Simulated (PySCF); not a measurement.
## A thermochemical cycle for MgI

PBE0 in PySCF with x2c-SVPall on every atom, spin-free X2C, for the lowest determinant that a PBE0 search found; no spin–orbit coupling. MgI, a doublet (σ ↑), has De = 2.34 eV to neutral atoms, and MgI⁺, a singlet (closed shell), has De = 2.32 eV to Mg⁺ + I.

The adiabatic ionisation energy of MgI, between the minima, is 7.59 eV.

**Question.** Which ionisation energy of the Mg atom does this level give?

**Answer.** IE(Mg) = IE(molecule) + De(ion) − De(neutral) = 7.59 + 2.32 − 2.34 = 7.57 eV; the measured value is 7.646 eV (NIST ASD).

Spin–orbit coupling is left out, which matters for elements this heavy, above all for dissociation energies. For an ion De counts to the pair picked by the measured ionisation energies or electron affinities, which need not be the lowest pair at this level. States were picked by a PBE0 search and need not be the measured ground states.
